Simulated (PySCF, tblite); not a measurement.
Isomers of C4H10F2Si2, one GFN2-xTB conformer each. Single-point energies are computed at PBE0/pcSseg-1 (PySCF, gas phase, no added dispersion term), electronic only.

```csv
SMILES,GFN2-xTB relative energy (kcal/mol)
C[Si@@H]1C[SiH2][C@H]1C(F)F,35.7
F/C=C/C[Si@@H](F)C[SiH3],0.0
FC(F)[C@@H]1CC[SiH2][SiH2]1,20.7
C[SiH2]/C=C(/[SiH3])C(F)F,38.5
```

Conformers: `[CH3:1][Si@@H:2]1[CH2:3][SiH2:4][C@H:5]1[CH:6]([F:7])[F:8]` with Si4–C5–C6–F7 -64°, C1–Si2–C3–Si4 -105°, Si2–C3–Si4–C5 -7°, C3–Si4–C5–C6 -109°, C1–Si2–C5–Si4 109°; `[F:1]/[CH:2]=[CH:3]/[CH2:4][Si@@H:5]([F:6])[CH2:7][SiH3:8]` with C2–C3–C4–Si5 -110°, C3–C4–Si5–F6 63°, C4–Si5–C7–Si8 -61°; `[F:1][CH:2]([F:3])[C@@H:4]1[CH2:5][CH2:6][SiH2:7][SiH2:8]1` with F1–C2–C4–C5 64°, C2–C4–C5–C6 -176°, C4–C5–C6–Si7 52°, C5–C6–Si7–Si8 -27°, C6–Si7–Si8–C4 0°; `[CH3:1][SiH2:2]/[CH:3]=[C:4](/[SiH3:5])[CH:6]([F:7])[F:8]` with C1–Si2–C3–C4 -177°, C3–C4–C6–F7 90°.

Task: What does PBE0/pcSseg-1 give for the same structures?

Result: 
```csv
SMILES,PBE0/pcSseg-1 E (Eh),PBE0/pcSseg-1 (kcal/mol),GFN2-xTB (kcal/mol),point group
F/C=C/C[Si@@H](F)C[SiH3],-936.47454,0.0,0.0,C1
C[Si@@H]1C[SiH2][C@H]1C(F)F,-936.45232,13.9,35.7,C1
FC(F)[C@@H]1CC[SiH2][SiH2]1,-936.44110,21.0,20.7,C1
C[SiH2]/C=C(/[SiH3])C(F)F,-936.40743,42.1,38.5,C1
```

Both levels put the same isomer lowest; measured from each level's own lowest isomer, the values differ by up to 21.8 kcal/mol (C[Si@@H]1C[SiH2][C@H]1C(F)F: 35.7 against 13.9). As drawn, the lowest has an Si–F bond, which the highest lacks; the highest has two fluorines on one carbon, which the lowest lacks.

Task: Which frontier levels, dipoles and rotational constants go with these structures?

Result: 
```json
{"SMILES": "F/C=C/C[Si@@H](F)C[SiH3]", "HOMO (eV, PBE0/pcSseg-1)": "-7.05", "LUMO (eV)": "0.34", "dipole (D)": "3.06", "A, B, C (MHz)": "2750, 544.1, 522.8"}
{"SMILES": "C[Si@@H]1C[SiH2][C@H]1C(F)F", "HOMO (eV, PBE0/pcSseg-1)": "-8.01", "LUMO (eV)": "0.04", "dipole (D)": "2.72", "A, B, C (MHz)": "2040, 1027, 874.8"}
{"SMILES": "FC(F)[C@@H]1CC[SiH2][SiH2]1", "HOMO (eV, PBE0/pcSseg-1)": "-7.98", "LUMO (eV)": "-0.11", "dipole (D)": "2.39", "A, B, C (MHz)": "2570, 900.8, 779.0"}
{"SMILES": "C[SiH2]/C=C(/[SiH3])C(F)F", "HOMO (eV, PBE0/pcSseg-1)": "-8.28", "LUMO (eV)": "-1.33", "dipole (D)": "2.67", "A, B, C (MHz)": "2065, 747.9, 604.2"}
```

Task: What happens when harmonic zero-point energies from GFN2-xTB frequencies are added?

Result: 
```tsv
SMILES	ZPE (kcal/mol)	electronic (kcal/mol)	with ZPE (kcal/mol)
F/C=C/C[Si@@H](F)C[SiH3]	77.4	0.0	0.0
C[Si@@H]1C[SiH2][C@H]1C(F)F	79.4	13.9	15.9
FC(F)[C@@H]1CC[SiH2][SiH2]1	79.9	21.0	23.5
C[SiH2]/C=C(/[SiH3])C(F)F	75.5	42.1	40.2
```

The zero-point energies span 4.4 kcal/mol. The order is unchanged.
